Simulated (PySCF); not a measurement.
All of these have the formula C7H13F. Computed, not measured: PySCF, TDDFT wB97X-D/def2-SVPD, vertical, gas phase, core orbitals frozen in the response. Geometries: PBE0-D3(BJ)/def2-SVP; one conformer of each isolated species. Triplets are in the Tamm–Dancoff approximation. 'Strongest' means the level of largest summed f among the lowest 10 singlets; it needn't be the same kind of state in each.

Question: Rank by computed lowest triplet energy, lowest first.
A. `C(=C\CF)(/C)CCC`
B. `C[C@@H]1[C@H](C)CC[C@H]1F`
C. `CC(C)(C)[C@@H]1C[C@H]1F`
D. `CC(C)=C(C)CCF`

Answer: D (4.08 eV), A (4.31 eV), C (7.88 eV), B (8.68 eV).

```
                   SMILES  T1 (eV)  LUMO (eV)  HOMO (eV)  strongest (eV)  gap (eV)    S1 mainly
            CC(C)=C(C)CCF     4.08       2.08      -8.37            6.77     10.45    H→L (90%)
            CCC/C(C)=C\CF     4.31       1.89      -8.95            6.92     10.84    H→L (93%)
  CC(C)(C)[C@@H]1C[C@H]1F     7.88       2.26      -9.83            9.45     12.09  H→L+1 (68%)
C[C@@H]1[C@H](C)CC[C@H]1F     8.68       2.28     -10.51            9.74     12.79    H→L (68%)
```

H and L stand for HOMO and LUMO.

Without π bonds the low states are Rydberg-like; a valence basis with one diffuse set may place them up to an eV too high.
